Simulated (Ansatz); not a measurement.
Redistribution: C2H4FI + C2H2FI → C2H3FI2 + C2H3F

Species: C2H4FI `CC(F)I`, singlet; C2H2FI `C=C(F)I`, singlet; C2H3FI2 `FC(I)CI`, singlet; C2H3F `C=CF`, singlet. The partners trade H for I; both sit on C, so the bond types are kept.

Shapes, held fixed at every level: PBE0-D4/def2-TZVP. Flexible molecules stand in one conformer, not always the lowest. Programs: Ansatz 0.2.0. The zero-point and thermal change to 298 K, harmonic and unscaled (PBE0-D4/def2-TZVP), is +1.4 kJ/mol.

| level | kind | ΔH(298 K) (kJ/mol) | less CCSD(T)/def2-TZVPP | CPU time (sum over the molecules) |
| --- | --- | --- | --- | --- |
| SPW92/def2-TZVPP | LDA | +4.3 | +10.2 | 12 s |
| r2SCAN0-D4/def2-TZVPP | global hybrid | -2.4 | +3.5 | 47 s |
| wB97M-V/def2-TZVPP | range-separated hybrid | -2.4 | +3.5 | 1.8 min |
| wB97X-V/def2-TZVPP | range-separated hybrid | -1.4 | +4.5 | 74 s |
| CCSD(T)/def2-SVP | coupled cluster or CI | -5.6 | +0.3 | 79 s |
| CCSD/def2-SVP | coupled cluster or CI | -6.7 | -0.8 | – |
| CCSD/def2-TZVPP | coupled cluster or CI | -6.6 | -0.7 | – |
| CCSD(T)/def2-TZVPP | coupled cluster or CI | -5.9 | 0.0 | 33 min |

The highest level, CCSD(T)/def2-TZVPP, gives ΔH(298 K) = -5.9 kJ/mol; the levels span -6.7 to +4.3. They disagree on the sign: 1 of 8 are positive. The column of differences is taken from that level and isn't an error. No measured value is set beside it here. For atoms past krypton def2 sets carry core potentials with scalar relativity. Outer-core shells of I are correlated, in sets that cover them unevenly. Times are processor times on shared x86 and Arm servers, and rough.
